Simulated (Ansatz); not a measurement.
Cost and result up the ladder for InMe2(acnac) (C7H14InNO) (24 atoms). The state is a singlet with charge 0. Geometry: PBE-D4/def2-SVP.

```
atom   x (Å)   y (Å)   z (Å)
 In1   1.037  -1.471  -0.078
  C2   1.105  -2.550   1.809
  H3   0.656  -1.916   2.598
  H4   2.148  -2.794   2.091
  H5   0.529  -3.495   1.738
  C6   1.986  -1.664  -2.025
  H7   1.670  -0.815  -2.662
  H8   1.694  -2.614  -2.517
  H9   3.089  -1.647  -1.923
 O10   1.338   0.641   0.473
 C11   0.476   1.593   0.466
 C12   1.023   2.942   0.888
 C13  -0.887   1.496   0.111
 C14  -1.607   0.343  -0.301
 C15  -3.083   0.513  -0.606
 N16  -1.088  -0.874  -0.430
 H17   0.260   3.742   0.894
 H18   1.470   2.854   1.899
 H19   1.848   3.231   0.205
 H20  -1.467   2.427   0.165
 H21  -3.410   1.566  -0.532
 H22  -3.693  -0.089   0.101
 H23  -3.312   0.148  -1.629
 H24  -1.782  -1.566  -0.736
```

Ansatz on 4 threads of Intel Xeon Platinum 8488C on a shared host. Times are rough, and most runs start from the orbitals of an earlier one. PBE0-D4/def2-TZVP serves as the yardstick here, not as an exact answer. Differences are given only for rows in sets of like size (and for xTB, whose basis is part of the method), since another set adds its own error. Binding counts from free atoms at the same level (In doublet, C triplet, H doublet, O triplet, N quartet; other spins of the atoms weren't run), without zero-point energy or a counterpoise term.

In the def2 sets In takes a core potential; there is no spin–orbit coupling. HSE06 is defined as in plane-wave codes, on full-range PBE exchange. Correlated methods freeze 13 core orbitals; core or outer-core shells of In are correlated, in sets that lack core-valence functions. The rows differ in basis, and correlated rows in double-zeta sets carry the largest basis error.

Correlated methods converge slowly with the basis, most of all in double-zeta sets.

```json
{"level": "PBE-D4/def2-SVP", "functions": "222", "wall time": "2.8 s"}
{"level": "PBE0-D4/def2-SVP", "functions": "222", "wall time": "4.1 s"}
{"level": "MP2/def2-SVP", "functions": "222", "wall time": "4.4 s"}
{"level": "BLYP-D4/def2-TZVP", "functions": "413", "wall time": "5.5 s"}
{"level": "PBE-D4/def2-TZVP (with forces)", "functions": "413", "wall time": "7 s"}
{"level": "r2SCAN-D4/def2-TZVP", "functions": "413", "wall time": "8 s"}
{"level": "PBE0-D4/def2-TZVP", "functions": "413", "wall time": "12 s"}
{"level": "HSE06-D4/def2-TZVP", "functions": "413", "wall time": "12 s"}
```

Estimate what each level gives for the binding energy per atom (eV).


```
                         level  binding energy per atom (eV)  difference from PBE0-D4/def2-TZVP (eV)
               PBE-D4/def2-SVP                          4.30                                       –
              PBE0-D4/def2-SVP                          4.22                                       –
                  MP2/def2-SVP                          4.03                                       –
             BLYP-D4/def2-TZVP                          4.15                                   -0.03
PBE-D4/def2-TZVP (with forces)                          4.26                                    0.08
           r2SCAN-D4/def2-TZVP                          4.17                                   -0.01
             PBE0-D4/def2-TZVP                          4.18                                    0.00
            HSE06-D4/def2-TZVP                          4.18                                    0.00
```
